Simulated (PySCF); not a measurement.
# Trend along the fourth-period p block: MC anions

r²SCAN with double-zeta basis sets in PySCF, for the lowest determinant that a PBE0 search found; no spin–orbit coupling. De refers to high-spin ground-configuration atoms (the charge goes to the atom of lower measured ionisation energy or higher electron affinity, which is not always the lowest computed limit). A positive dipole points towards C; it is taken about the centre of mass and depends on that origin.

```tsv
M	basis	charged atom	state (unpaired electrons)	Re (Å)	ωe (cm⁻¹)	De (eV)	μ (D)
As	aug-pcseg-1	C−	singlet (closed shell)	1.721	991	5.67	-3.94
Se	aug-cc-pVDZ-DK	Se−	doublet (π ↑)	1.790	799	4.59	-3.57
Br	aug-pcseg-1	Br−	triplet (π ↑↑)	2.094	397	1.78	-4.43
```

The shortest bond is that of AsC⁻ (1.721 Å), the longest that of CBr⁻ (2.094 Å). AsC⁻ is bound most strongly (5.67 eV) and CBr⁻ least (1.78 eV).

The rows differ in basis set, which adds steps of its own.

The state changes along the series, so neighbouring rows are not always alike in their bonding.

Spin–orbit coupling is left out. For an ion De counts to the pair picked by the measured ionisation energies or electron affinities, which need not be the lowest pair at this level. The highest Kohn–Sham level is positive in some of these anions. Much of that is self-interaction error, but it also means that the finite basis helps to hold the extra electron. States were picked by a PBE0 search and need not be the measured ground states.
